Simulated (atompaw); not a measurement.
# Co (Z = 27): PAW (atompaw) pseudisation with PBE, scalar-relativistic reference atom.

atompaw 4.2.0.5 input, output lines left out:

```
Co 27
GGA-PBE scalarrelativistic loggrid 1500 logderivrange -3 5 201
4 4 3 0 0 0
4 1 0
3 2 7
0 0 0
c
c
c
v
c
c
v
v
2
3.00 2.90 2.40 2.25
y
2.7
n
y
0.55
n
y
0.65
n
custom rrkj vanderbiltortho besselshape
3 0 troulliermartins
2.35
2.35
3.00
3.00
1.00
1.00
```

All-electron outer shells of the reference configuration (PBE, scalar-relativistic, ld1.x):

```
shell  level (eV)  outermost node (bohr)  outermost maximum (bohr)
   3s     -102.40                   0.31                      0.66
   3p      -65.64                   0.28                      0.68
   3d       -8.20                      –                      0.66
   4s       -5.47                   0.96                      2.32
   4p       -1.28                   1.05                      3.25
```

Does the generator finish with these settings?

Yes, a potential is produced.

Estimate the cutoffs (Ry, on a coarse ladder) from which the occupation-weighted sum of valence levels, in a spherical-Bessel basis at the reference potential, stays within 10 and 1 mRy of its value at 400 Ry.

110 Ry and 180 Ry.

Does the potential have ghost states?

No extra level below or beside the all-electron valence levels (s, p, d, f tested).

Is the overlap operator S = 1 + Σ q|β⟩⟨β| positive definite (Bessel basis up to 400 Ry)?

Yes: its lowest eigenvalue is 0.60 (s channel).

Which valence shell sets the plane-wave cutoff?

3d: its level needs 140 Ry to come within 1 mRy, against 6 Ry for 4s.
